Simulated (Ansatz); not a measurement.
Calculated with Ansatz (gas phase, PBE0-D4/def2-TZVP geometries, no zero-point term in ΔE). CCSD(T)/CBS is the MP2 limit (def2-TZVPP, def2-QZVPP) plus CCSD(T) − MP2 in def2-TZVPP, frozen cores. This one scheme is used for every species. DFT in def2-TZVPP. B3LYP here is the variant with VWN-RPA as its local correlation; programs differ in this. Each species was taken in one conformer, which may not be the lowest.

`O[Si](O)(F)CF` + silanol → `O[Si](O)(F)O[SiH3]` + fluoromethane  (ligand exchange at the Si–C bond)

`O[Si](O)(F)CF`:

Cartesian coordinates in Å:
```
O -1.273 0.599 -1.215
Si -0.433 0.288 0.135
O -1.206 -0.858 0.992
F -0.297 1.584 1.051
C 1.288 -0.210 -0.406
F 2.031 -0.570 0.718
H -2.230 0.634 -1.175
H -0.944 -1.002 1.903
H 1.809 0.604 -0.918
H 1.255 -1.068 -1.085
```

`O[SiH3]`:

Z-matrix (Å, degrees):
```
Si
O 1 1.648
H 1 1.489 2 111.7
H 1 1.489 2 111.7 3 120.9
H 1 1.481 2 105.9 3 -119.6
H 2 0.957 1 117.9 3 -60.5
```

`O[Si](O)(F)O[SiH3]`:

Z-matrix (Å, degrees):
```
Si
O 1 1.618
F 1 1.588 2 111.5
O 1 1.623 2 108.8 3 -119.0
O 1 1.606 2 108.2 3 117.2
H 2 0.958 1 118.4 3 77.1
H 4 0.958 1 118.5 2 163.8
Si 5 1.641 1 145.4 2 9.7
H 8 1.484 5 110.1 1 -66.9
H 8 1.484 5 110.2 1 54.1
H 8 1.483 5 107.5 1 173.6
```

`CF`:

Z-matrix (Å, degrees):
```
C
F 1 1.376
H 1 1.092 2 109.1
H 1 1.092 2 109.1 3 -120.0
H 1 1.092 2 109.1 3 120.0
```

```tsv
level	ΔE (kcal/mol)	difference from CCSD(T)/CBS
PBE-D4	-31.5	4.7
r2SCAN-D4	-35.3	0.9
B3LYP-D4	-35.9	0.3
ωB97X-V	-34.8	1.4
ωB97M-V	-34.8	1.4
PBE	-31.0	5.2
r2SCAN	-35.1	1.1
PBE0	-33.5	2.7
B3LYP	-35.1	1.1
HF/def2-TZVPP	-41.5	-5.3
MP2/def2-TZVPP	-36.7	-0.5
SCS-MP2/def2-TZVPP	-37.3	-1.1
CCSD(T)/def2-TZVPP	-36.4	-0.2
HF/CBS(def2)	-42.2	-6.0
MP2/CBS(def2)	-36.6	-0.4
CCSD/CBS(def2)	-37.0	-0.8
CCSD(T)/CBS	-36.2	0
```

Largest T1 diagnostic among the species: 0.011.

In def2-TZVPP, CCSD(T) changes the Hartree–Fock value by +5.1 kcal/mol (the triples alone add +0.7 kcal/mol) and MP2 by +4.7 kcal/mol. The D4 term adds −0.8 kcal/mol with B3LYP and −0.5 kcal/mol with PBE0; it sums over pairs of atoms, weighted by their polarisabilities, and B3LYP, whose exchange is more repulsive, gets the larger term.
